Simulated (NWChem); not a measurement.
# H₂TeS; SMILES [TeH]S

```xyz
4

Te     0.0281     0.5859     0.0082
H     -1.6346     0.7698     0.0125
S      0.0107    -1.8264     0.0530
H      0.0047    -2.0156    -1.2865
```
Atoms are numbered in this order, from 1.

Results from NWChem. The geometry was optimised at PBE0/def2-SVP (def2 core potentials past Kr).

For level B3LYP/3-21G, non-relativistic:

| Quantity | Value |
|---|---|
| highest occupied level (eV) | -6.47 |
| orbital gap (eV) | 4.29 |
| dipole (D) | 1.82 |

Question: How do the values read with level B3LYP/STO-3G, non-relativistic instead?

Answer: The highest occupied level (eV) is -3.98. The orbital gap (eV) is 5.94. The dipole (D) comes out as 1.56.
